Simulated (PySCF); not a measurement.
TiCl3OH, optimised at HF/6-31G*:

```xyz
6

O      0.2958     0.6196    -1.6045
Ti     0.0638     0.0097    -0.0364
Cl    -0.0228    -2.1873    -0.1043
Cl     1.7340     0.6320     1.2527
Cl    -1.8217     0.7874     0.7880
H      0.4339     0.9482    -2.4817
```

Computed with PySCF (xtb for GFN2) and rigid-rotor harmonic-oscillator thermochemistry at 1 bar. 6-31G* has spherical d functions here. All species are closed-shell singlets. B3LYP is the form with VWN-RPA correlation. TiCl3OH: computed as isolated molecules; such fragments, hydroxides, amides, oligomers or adducts are transient or little studied in the gas. Warning, point group unlike the PBE0 one: TiCl3OH (GFN2-xTB, HF/6-31G*).

Task: List the harmonic frequencies (cm⁻¹, unscaled) at this level and at the other levels, each on its own geometry.

Result: 
- HF/6-31G*: 46, 49, 126, 127, 156, 227, 227, 414, 492, 492, 953, 4158
- B3LYP/6-31G*: 88, 119, 120, 142, 180, 210, 294, 394, 477, 495, 845, 3803
- GFN2-xTB: 114, 114, 130, 130, 142, 357, 395, 395, 425, 425, 741, 3613
- PBE/def2-SVP: 103, 116, 118, 136, 178, 208, 306, 388, 477, 494, 811, 3764
- PBE0/def2-TZVP: 75, 117, 118, 141, 174, 203, 258, 412, 496, 509, 836, 3932
